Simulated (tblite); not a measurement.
C4H2F3S (doublet state).
Geometry (GFN2-xTB, Å), atoms numbered from 1 in this order:
```
atom  x, y, z in Å
C1    -1.8693    0.2215    0.0894
C2    -0.6727   -0.2155   -0.3552
S3    -0.5680   -1.2693   -1.7187
C4     0.5581    0.1960    0.3115
F5     0.3935    1.0188    1.3693
C6     1.8209   -0.1315    0.0165
F7     2.8672    0.3048    0.6959
F8     2.2046   -0.9176   -0.9693
H9    -2.7770   -0.0812   -0.4005
H10   -1.9484    0.8786    0.9386
```

All values are computed: GFN2-xTB (tblite) harmonic vibrations without scaling, gas phase. Against measured fundamentals such values can be off by several per cent, at times by over 20. One conformer, not necessarily the lowest. Open shells enter through the occupations alone, without spin polarisation, and single modes of such species can be off by tens of per cent.

Harmonic wavenumbers (cm⁻¹): 32.9, 134.3, 140.8, 237.7, 309.8, 316.2, 346.5, 462.3, 464.8, 504.4, 514.4, 635.1, 652.1, 822.3, 855.2, 1039.3, 1094.2, 1219.9, 1233.2, 1364.2, 1514.7, 1716.9, 3110.1, 3157.6.

A = 2463, B = 1436, C = 907.1 MHz; mass 138.983 u (most abundant isotopes); point group Cs, symmetry number 1; spin multiplicity 2.

Problem. Zero-point energy?

Solution. ½Σν̃ = 10939 cm⁻¹ = 31.28 kcal/mol.

Problem. Entropy at 200 K, 1 bar (ideal gas, RRHO, classical rotation)?

Solution. Translation 38.74, rotation 27.81, vibration 13.72, spin (R ln 2) 1.38: S = 81.6 cal/(mol K).

Problem. And Cp and H(200 K) − H(0)?

Solution. Cp = 23.52 cal/(mol K), of which vibrations give 15.57 (their classical limit is 24 R = 47.7); H(200 K) − H(0) = 3.08 kcal/mol without the zero-point energy, 1.49 from vibrations.

Problem. Which modes carry the vibrational entropy at 200 K?

Solution. 32.9 cm⁻¹: 4.86; 134.3 cm⁻¹: 2.13; 140.8 cm⁻¹: 2.04; 237.7 cm⁻¹: 1.15; 309.8 cm⁻¹: 0.76; 316.2 cm⁻¹: 0.73 cal/(mol K); the other 18 give 2.05 together.

Problem. Blend soft modes into free rotors: weight 1/[1 + (100 cm⁻¹/ν̃)⁴] for the oscillator and the rest for a rotor with moment μB/(μ + B), μ = h/(8π²ν), B = 10⁻⁴⁴ kg m². What vibrational entropy results?

Solution. 12.50 cal/(mol K) in place of 13.72, which changes −T·S at 200 K by +0.24 kcal/mol.

Problem. How do the functions run with temperature in this model?

Solution. 
```tsv
T (K)	S (cal/(mol K))	Cp (cal/(mol K))	H − H(0) (kcal/mol)	G − H(0) (kcal/mol)	ln q(vib)
100	68.4	15.3	1.13	-5.71	1.34
300	92.5	29.9	5.77	-21.97	5.04
500	110.0	38.6	12.70	-42.28	8.71
800	129.7	45.3	25.41	-78.39	13.58
1000	140.2	47.9	34.75	-105.41	16.43
```

q(vib) and H(0) count from the zero-point level.

Problem. What must be added to the electronic energy to get the Gibbs energy at 200 K and 1 bar?

Solution. ZPE + [H(200 K) − H(0)] − T·S = 31.28 + 3.08 − 16.33 = 18.03 kcal/mol.

Hindered rotation and anharmonicity are outside this model. Other conformers, if any are populated, would add a mixing term that is left out.
